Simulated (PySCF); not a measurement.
The scaffold HS-X carries different groups X. Gas-phase values, no solvent. One relaxed conformer stands for each flexible species; it need not be the lowest. Strings in code marks are SMILES.

The four lowest singlet excitations (Tamm–Dancoff). Method: PBE-D3(BJ)/def2-TZVP // B3LYP-D3(BJ)/def2-TZVP in PySCF 2.14.0. Excitations are Tamm–Dancoff values on a coarser integration grid. The basis has no diffuse functions, so Rydberg states are missing or too high.

```csv
state,energy (eV),wavelength (nm),oscillator strength
S1,4.91,252,0.001
S2,5.57,223,0.000
S3,5.85,212,0.061
S4,6.15,202,0.011
```

Question: Say which member gives these states.
A) `NS`
B) `FCS` (F–C–S–H torsion 76°)
C) `CS(=O)(=O)S` (O–S–S–H torsion 30°)
D) `S=CS` (S–C–S–H torsion 180°)

Answer: C, `CS(=O)(=O)S` (O–S–S–H torsion 30°)
